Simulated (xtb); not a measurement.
C4H9O3Si (SMILES C=C[Si]([O])(OC)OC), doublet, at a GFN2-xTB geometry; GFN2-xTB with GBSA(thf) (xtb).

xtb was given this input:
```
$ xtb mol.xyz --gfn 2 --uhf 1 --gbsa thf --json

# file mol.xyz
17

C     -1.16378327     2.32077789    -0.05444850
C     -0.20918460     1.61039233     0.46448743
Si     0.17195920    -0.25332511    -0.23780180
O      0.23081552    -0.04888493    -1.75200223
O     -1.03336833    -0.98953057     0.58055555
C     -2.35345598    -0.98209564     0.15310211
O      1.42126644    -0.66730468     0.71372810
C      2.75347124    -0.53276168     0.33469852
H     -1.42283444     3.29964269     0.33355655
H     -1.73379526     1.99095718    -0.90701580
H      0.43190449     1.84288055     1.29258962
H     -2.42452562    -1.17284166    -0.91923206
H     -2.88925905    -1.75808322     0.70236234
H     -2.81735583    -0.01255099     0.36673452
H      3.33276586    -1.29381403     0.86055344
H      3.12893806     0.45592086     0.61599108
H      2.87473949    -0.65767598    -0.74160333
```

Output, abridged:

```
   ID    Z sym.   atoms
    1    6 C      1, 2, 6, 8
    2   14 Si     3
    3    8 O      4, 5, 7
    4    1 H      9-17

           -------------------------------------------------
          |                Calculation Setup                |
           -------------------------------------------------

           -------------------------------------------------
          |                 G F N 2 - x T B                 |
           -------------------------------------------------

      * Solvation model:               GBSA
        Solvent                        thf
        Parameter file                 internal GFN2-xTB/GBSA
        Dielectric constant                7.6000E+00
        Reference state                gsolv [1 M gas/solution]
        Free energy shift                  3.3994E-03 Eh       2.1331E+00 kcal/mol
        Temperature                        2.9815E+02 K
        Density                            8.8300E-01 kg/L
        Solvent mass                       7.2106E+01 g/mol
        Interaction kernel             Still
        Born radius scaling (c1)           1.5128E+00
        Born radii integrator          GBOBC
        Born offset                        6.0704E-04 a0       1.1471E-03 AA
        H-bond correction              true
        Ion screening                  false
        Surface tension                    1.0000E-05 Eh       1.5569E+01 dyn/cm
        Grid points                               230 per atom

          ...................................................
          :                      SETUP                      :
          :.................................................:
          :  # basis functions                  47          :
          :  # atomic orbitals                  46          :
          :  # shells                           26          :
          :  # electrons                        47          :
          :  max. iterations                   250          :
          :  Hamiltonian                  GFN2-xTB          :
          :  restarted?                      false          :
          :  GBSA solvation                   true          :
          :  PC potential                    false          :
          :  electronic temp.          300.0000000     K    :
          :  accuracy                    1.0000000          :
          :  -> integral cutoff          0.2500000E+02      :
          :  -> integral neglect         0.1000000E-07      :
          :  -> SCF convergence          0.1000000E-05 Eh   :
          :  -> wf. convergence          0.1000000E-03 e    :
          :  Broyden damping             0.4000000          :
          :  net charge                          0          :
          :  unpaired electrons                  1          :
          ...................................................

 iter      E             dE          RMSdq      gap      omega  full diag
   1    -27.2989450 -0.272989E+02  0.836E+00    4.48       0.0  T
   2    -27.3900410 -0.910960E-01  0.640E+00    3.96       1.0  T
   3    -27.3855624  0.447854E-02  0.303E+00    3.78       1.0  T
   4    -27.3647013  0.208612E-01  0.189E+00    4.03       1.0  T
   5    -27.3993851 -0.346838E-01  0.705E-01    3.92       1.0  T
   6    -27.3996045 -0.219430E-03  0.297E-01    3.95       1.0  T
   7    -27.4005194 -0.914894E-03  0.112E-01    3.91       1.0  T
   8    -27.4005186  0.814820E-06  0.642E-02    3.93       1.0  T
   9    -27.4005418 -0.231848E-04  0.233E-02    3.92       1.0  T
  10    -27.4005397  0.205570E-05  0.175E-02    3.92       1.4  T
  11    -27.4005427 -0.296413E-05  0.287E-03    3.92       8.4  T
  12    -27.4005427 -0.143861E-07  0.111E-03    3.92      21.8  T
  13    -27.4005427 -0.333920E-08  0.399E-04    3.92      60.8  T
  14    -27.4005427 -0.134443E-08  0.626E-05    3.92     387.6  T

   *** convergence criteria satisfied after 14 iterations ***

         :::::::::::::::::::::::::::::::::::::::::::::::::::::
         ::                     SUMMARY                     ::
         :::::::::::::::::::::::::::::::::::::::::::::::::::::
         :: total energy             -27.106864033667 Eh    ::
         :: total w/o Gsasa/hb       -27.098597714270 Eh    ::
         :: gradient norm              0.012242533406 Eh/a0 ::
         :: HOMO-LUMO gap              3.923183332446 eV    ::
         ::.................................................::
         :: SCC energy               -27.400498207069 Eh    ::
         :: -> isotropic ES            0.099091083405 Eh    ::
         :: -> anisotropic ES          0.003206024210 Eh    ::
         :: -> anisotropic XC         -0.003343860302 Eh    ::
         :: -> dispersion             -0.011635868569 Eh    ::
         :: -> Gsolv                  -0.018046463173 Eh    ::
         ::    -> Gelec               -0.009780143776 Eh    ::
         ::    -> Gsasa               -0.009405108979 Eh    ::
         ::    -> Ghb                 -0.002260575475 Eh    ::
         ::    -> Gshift               0.003399365057 Eh    ::
         :: repulsion energy           0.293634173402 Eh    ::
         :: add. restraining           0.000000000000 Eh    ::
         :: total charge               0.000000000001 e     ::
         :::::::::::::::::::::::::::::::::::::::::::::::::::::

           -------------------------------------------------
          |                Property Printout                |
           -------------------------------------------------

    * Orbital Energies and Occupations

         #    Occupation            Energy/Eh            Energy/eV
      -------------------------------------------------------------
         1        2.0000           -0.8040893             -21.8804
       ...           ...                  ...                  ...
        12        2.0000           -0.5375919             -14.6286
        13        2.0000           -0.5269892             -14.3401
        14        2.0000           -0.5221718             -14.2090
        15        2.0000           -0.5011778             -13.6377
        16        2.0000           -0.4854129             -13.2088
        17        2.0000           -0.4591337             -12.4937
        18        2.0000           -0.4582099             -12.4685
        19        2.0000           -0.4519749             -12.2989
        20        2.0000           -0.4427843             -12.0488
        21        2.0000           -0.4343755             -11.8200
        22        2.0000           -0.4311247             -11.7315
        23        2.0000           -0.4273632             -11.6291
        24        1.0000           -0.3827902             -10.4163 (HOMO)
        25                         -0.2386158              -6.4931 (LUMO)
        26                         -0.1103927              -3.0039
        27                         -0.0540702              -1.4713
        28                         -0.0377898              -1.0283
        29                          0.0557444               1.5169
        30                          0.0735378               2.0011
        31                          0.1023795               2.7859
        32                          0.1209343               3.2908
        33                          0.1320998               3.5946
        34                          0.1477910               4.0216
        35                          0.1502934               4.0897
       ...                                ...                  ...
        46                          0.9623854              26.1878
      -------------------------------------------------------------
                  HL-Gap            0.1441743 Eh            3.9232 eV
             Fermi-level           -0.3578852 Eh           -9.7386 eV

     #   Z          covCN         q      C6AA      α(0)
     1   6 C        2.841    -0.096    30.407     9.037
     2   6 C        2.746    -0.064    29.569     8.904
     3  14 Si       3.361     0.633   107.374    20.615
     4   8 O        0.771    -0.505    23.938     6.557
     5   8 O        1.621    -0.346    19.856     6.014
     6   6 C        3.726     0.027    20.223     6.421
     7   8 O        1.621    -0.354    19.998     6.036
     8   6 C        3.725     0.028    20.211     6.419
     9   1 H        0.925     0.144     1.434     1.873
    10   1 H        0.926     0.106     1.728     2.055
    11   1 H        0.926     0.114     1.661     2.015
    12   1 H        0.924     0.038     2.481     2.463
    13   1 H        0.924     0.076     2.016     2.220
    14   1 H        0.924     0.048     2.350     2.398
    15   1 H        0.924     0.070     2.086     2.259
    16   1 H        0.924     0.049     2.334     2.389
    17   1 H        0.924     0.033     2.545     2.495

 Mol. C6AA /au·bohr⁶  :       3193.461130
 Mol. C8AA /au·bohr⁸  :      89087.965446
 Mol. α(0) /au        :         90.171183

Wiberg/Mayer (AO) data.
largest (>0.10) Wiberg bond orders for each atom

 ---------------------------------------------------------------------------
     #   Z sym  total        # sym  WBO       # sym  WBO       # sym  WBO
 ---------------------------------------------------------------------------
     1   6 C    3.982 --     2 C    2.116    10 H    0.938     9 H    0.889
     2   6 C    3.771 --     1 C    2.116    11 H    0.950     3 Si   0.462
     3  14 Si   4.393 --     4 O    1.845     7 O    1.061     5 O    1.039
                             2 C    0.462
     4   8 O    2.121 --     3 Si   1.845
     5   8 O    2.286 --     3 Si   1.039     6 C    1.012
     6   6 C    3.938 --     5 O    1.012    12 H    0.990    14 H    0.971
                            13 H    0.967
     7   8 O    2.275 --     3 Si   1.061     8 C    1.007
     8   6 C    3.938 --     7 O    1.007    17 H    0.993    16 H    0.977
                            15 H    0.970
     9   1 H    0.973 --     1 C    0.889
    10   1 H    0.987 --     1 C    0.938
    11   1 H    0.986 --     2 C    0.950
    12   1 H    0.998 --     6 C    0.990
    13   1 H    0.994 --     6 C    0.967
    14   1 H    0.997 --     6 C    0.971
    15   1 H    0.993 --     8 C    0.970
    16   1 H    0.997 --     8 C    0.977
    17   1 H    0.999 --     8 C    0.993
 ---------------------------------------------------------------------------

Topologies differ in total number of bonds
Writing topology from bond orders to xtbtopo.mol

molecular dipole:
                 x           y           z       tot (Debye)
 q only:       -0.605       1.330       0.889
   full:       -0.612       1.298       1.291       4.907
molecular quadrupole (traceless):
                xx          xy          yy          xz          yz          zz
 q only:        8.434      -2.603       3.979       1.660       2.430     -12.413
  q+dip:        5.915      -3.325       5.966       3.076       3.141     -11.881
   full:        9.761      -2.761       5.757       2.401       3.798     -15.518

           -------------------------------------------------
          | TOTAL ENERGY              -27.106864033667 Eh   |
          | GRADIENT NORM               0.012242533406 Eh/α |
          | HOMO-LUMO GAP               3.923183332446 eV   |
           -------------------------------------------------

normal termination of xtb
```
